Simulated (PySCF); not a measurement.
Harmonic spectrum computed at PBE0 in the def2-TZVP basis family (core potentials from Rb on, PySCF, no spin–orbit coupling):

| ω (cm⁻¹) | IR (km/mol, summed over degenerate members) | degeneracy |
| --- | --- | --- |
| 475 | 25.2 | 2 |
| 686 | 96.7 | 1 |
| 897 | 0.0 | 1 |
| 1478 | 870 | 2 |

Q: Which molecule gave it? In each, all ligands are bound to the one heavy central atom.
A. TiF₃ (doublet)
B. BF₃ (singlet)
C. YF₃ (singlet)
D. ScF₃ (singlet)

A: B. It has D3h symmetry with B–F 1.311 Å (×3).
